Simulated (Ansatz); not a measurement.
`C[O][Ge]([CH3])([F])[SH]` + `[CH3][Al]([Cl])[Cl]` → `C[CH2][Al]([Cl])[Cl]` + `C[O][GeH]([F])[SH]`  (formal exchange of groups at a C–Ge bond)

Calculated with Ansatz (gas phase, PBE0-D4/def2-TZVP geometries, no zero-point term in ΔE). CCSD(T)/CBS adds triple-zeta CCSD(T) − MP2 to the extrapolated MP2 energy (def2 sets, frozen cores). DFT in def2-TZVPP. B3LYP here is the variant with VWN-RPA as its local correlation; programs differ in this. For Ge outer-core shells are correlated without core-valence functions, which leaves a few kJ/mol of doubt a bond. Scalar relativity is left out up to krypton. Each species was taken in one conformer, which may not be the lowest.

`C[O][Ge]([CH3])([F])[SH]`:

Cartesian coordinates in Å:
```
C 1.821 -1.042 -0.697
O 0.685 -0.991 0.140
Ge -0.371 0.414 0.153
C -1.809 0.050 1.373
F 0.586 1.754 0.728
S -0.954 1.027 -1.895
H 1.573 -0.798 -1.736
H 2.211 -2.062 -0.665
H 2.603 -0.358 -0.352
H -2.458 -0.720 0.956
H -2.387 0.958 1.540
H -1.392 -0.302 2.317
H -0.107 2.069 -1.862
```

`[CH3][Al]([Cl])[Cl]`:

Cartesian coordinates in Å:
```
C -0.872 0.069 -0.429
Al 0.860 -0.055 0.410
Cl 1.210 -1.389 1.981
Cl 2.479 1.124 -0.190
H -0.881 0.810 -1.230
H -1.163 -0.899 -0.848
H -1.634 0.340 0.306
```

`C[CH2][Al]([Cl])[Cl]`:

Z-matrix (Å, degrees):
```
C
C 1 1.527
H 1 1.092 2 111.7
H 1 1.093 2 111.5 3 -120.2
H 1 1.092 2 111.7 3 119.5
Al 2 1.939 1 115.9 3 -60.0
H 2 1.097 1 110.9 3 62.2
H 2 1.097 1 110.9 3 177.9
Cl 6 2.091 2 121.4 1 179.7
Cl 6 2.092 2 121.8 1 -0.3
```

`C[O][GeH]([F])[SH]`:

```xyz
10

C    -0.596    1.481    0.132
O    -1.164    0.217   -0.152
Ge   -0.159   -1.210   -0.310
F     0.866   -0.990   -1.696
S     1.248   -1.445    1.375
H     0.092    1.436    0.983
H    -0.061    1.880   -0.736
H    -1.414    2.159    0.381
H    -1.105   -2.380   -0.559
H     2.292   -1.148    0.582
```

| level | ΔE (kJ/mol) | difference from CCSD(T)/CBS |
| --- | --- | --- |
| PBE-D4 | 63.8 | -5.5 |
| r2SCAN-D4 | 68.8 | -0.5 |
| PBE0-D4 | 65.0 | -4.3 |
| B3LYP-D4 | 65.4 | -3.9 |
| ωB97X-V | 64.7 | -4.6 |
| ωB97M-V | 66.7 | -2.6 |
| B2PLYP | 66.8 | -2.5 |
| PBE | 63.2 | -6.1 |
| r2SCAN | 68.6 | -0.7 |
| PBE0 | 64.4 | -4.9 |
| B3LYP | 64.4 | -4.9 |
| HF/def2-TZVPP | 62.7 | -6.6 |
| MP2/def2-TZVPP | 71.1 | 1.8 |
| SCS-MP2/def2-TZVPP | 67.0 | -2.3 |
| CCSD/def2-TZVPP | 67.7 | -1.6 |
| CCSD(T)/def2-TZVPP | 68.3 | -1.0 |
| HF/def2-QZVPP | 62.0 | -7.3 |
| MP2/def2-QZVPP | 71.4 | 2.1 |
| SCS-MP2/def2-QZVPP | 67.3 | -2.0 |
| HF/CBS(def2) | 61.8 | -7.5 |
| MP2/CBS(def2) | 72.1 | 2.8 |
| CCSD/CBS(def2) | 68.7 | -0.6 |
| CCSD(T)/CBS | 69.3 | 0 |

Largest T1 diagnostic among the species: 0.012.

In def2-TZVPP, CCSD(T) changes the Hartree–Fock value by +5.6 kJ/mol (the triples alone add +0.5 kJ/mol) and MP2 by +8.4 kJ/mol.
